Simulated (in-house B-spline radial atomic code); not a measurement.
Ionisation energies with and without relativity, with size and susceptibility from the Dirac run. Dirac energy differences include first-order Breit, QED and recoil terms. NIST's values go from ground level to ground level; the uncertainty of those that are theory runs from under 0.1 % in few-electron ions to several per cent in heavy many-electron ones. Computed with an all-electron radial atomic-structure program (B-spline basis): non-relativistic Hartree-Fock and Dirac-Hartree-Fock, averages of the configuration (point nuclei without relativity, finite nuclei with it).

```
 ion      configuration  configuration after  ionisation non-relativistic (eV)  ionisation Dirac Breit and QED (eV)  tabulated value (eV)    tabulated kind  radius at density 0.001 (bohr)  diamagnetic susceptibility (10⁻⁶ cm³/mol)
Co6+           [Ar] 3d3             [Ar] 3d2                            126.84                               126.32                 128.9    semi-empirical                           2.146                                    -6.3808
Ni6+           [Ar] 3d4             [Ar] 3d3                            130.91                               130.35                   132  tabulated theory                           2.126                                    -6.4242
Cu6+           [Ar] 3d5             [Ar] 3d4                            134.94                               134.32                   139    semi-empirical                           2.104                                    -6.4468
Zn6+           [Ar] 3d6             [Ar] 3d5                            138.93                               138.25                 133.9    semi-empirical                           2.082                                    -6.4528
Ga6+           [Ar] 3d7             [Ar] 3d6                            142.87                               142.14                 140.8  tabulated theory                            2.06                                    -6.4454
Ge6+           [Ar] 3d8             [Ar] 3d7                            146.78                               145.98                 144.9  tabulated theory                           2.037                                    -6.4273
As6+           [Ar] 3d9             [Ar] 3d8                            150.65                               149.79                   147  tabulated theory                           2.015                                    -6.4006
Se6+          [Ar] 3d10             [Ar] 3d9                            154.49                               153.56               155.327          measured                           1.993                                    -6.3669
Br6+      [Ar] 3d10 4s1            [Ar] 3d10                            100.28                               101.72                103.03    semi-empirical                           2.532                                    -7.5835
Kr6+      [Ar] 3d10 4s2        [Ar] 3d10 4s1                            105.38                               106.95                109.13  tabulated theory                            2.62                                    -8.5779
Rb6+  [Ar] 3d10 4s2 4p1        [Ar] 3d10 4s2                             96.91                                97.26                 98.67    semi-empirical                           2.696                                    -9.6358
Sr6+  [Ar] 3d10 4s2 4p2    [Ar] 3d10 4s2 4p1                            102.34                               102.74                   104  tabulated theory                           2.706                                    -10.472
Zr6+  [Ar] 3d10 4s2 4p4    [Ar] 3d10 4s2 4p3                            113.42                               113.92                   112  tabulated theory                           2.658                                    -11.651
Nb6+  [Ar] 3d10 4s2 4p5    [Ar] 3d10 4s2 4p4                            119.08                               119.63                 119.1          measured                            2.62                                    -12.055
Mo6+  [Ar] 3d10 4s2 4p6    [Ar] 3d10 4s2 4p5                            124.81                               125.43               125.638    semi-empirical                            2.58                                    -12.365
```
